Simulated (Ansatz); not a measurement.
Relaxation of Cl$_{2}$FH$_{5}$O$_{3}$W (12 atoms, charge 0, multiplicity 1), to a largest force component of 0.03 eV/Å in at most 50 steps.

All numbers below come from RKS PBE/def2-SVP in Ansatz 0.2.0.

```xyz
12
Properties=species:S:1:pos:R:3
W -0.336 0.115 -0.465
Cl 0.200 0.361 3.084
F 1.570 -0.157 -0.525
O 0.300 1.879 -0.089
H -0.365 2.537 0.193
Cl -2.512 -0.506 -1.108
O -0.278 -1.456 0.579
H 0.397 -1.561 1.284
O -0.211 0.283 -2.373
H 0.736 0.311 -2.632
H -1.477 0.800 0.630
H -0.937 0.513 2.385
```

Q: Where does it end, and by what steps?

A: The forces met the threshold. The force dipped under the threshold on the way, but the program's further checks kept it going. After 38 steps the energy has fallen by 0.357 eV; Cl2 moved furthest, 1.29 Å.

| step | energy less start (eV) | largest force component (eV/Å) | accepted |
| --- | --- | --- | --- |
| 0 | 0.0000 | 0.699 | yes |
| 2 | -0.0316 | 0.265 | yes |
| 4 | -0.0526 | 0.193 | yes |
| 6 | -0.0883 | 0.251 | yes |
| 8 | -0.1237 | 0.427 | yes |
| 10 | -0.1821 | 0.490 | yes |
| 12 | -0.2412 | 0.934 | yes |
| 14 | -0.1792 | 1.439 | no |
| 16 | -0.2784 | 0.054 | yes |
| 18 | -0.2808 | 0.036 | yes |
| 20 | -0.2817 | 0.222 | yes |
| 22 | -0.2877 | 0.068 | yes |
| 24 | -0.2937 | 0.579 | yes |
| 26 | -0.3179 | 0.144 | yes |
| 28 | -0.3315 | 0.466 | yes |
| 30 | -0.3388 | 0.349 | no |
| 32 | -0.3474 | 0.026 | yes |
| 34 | -0.3533 | 0.228 | yes |
| 36 | -0.3559 | 0.052 | yes |
| 38 | -0.3570 | 0.027 | yes |

```xyz
12
Properties=species:S:1:pos:R:3
W -0.392 0.123 -0.533
Cl -0.961 0.899 3.232
F 1.463 -0.340 -0.999
O 0.568 1.602 0.224
H 0.034 2.229 0.752
Cl -2.452 -0.914 -0.653
O 0.016 -1.077 0.912
H 0.944 -1.387 0.955
O -0.413 0.441 -2.383
H 0.392 0.357 -2.932
H -1.552 1.321 -0.134
H -0.558 -0.133 2.523
```

Whether the end is a true minimum wasn't checked by a vibrational analysis.

The run took 67 s on 4 threads of Intel(R) Xeon(R) 6975P-C (Granite Rapids) (shared host), peak memory 0.24 GiB.
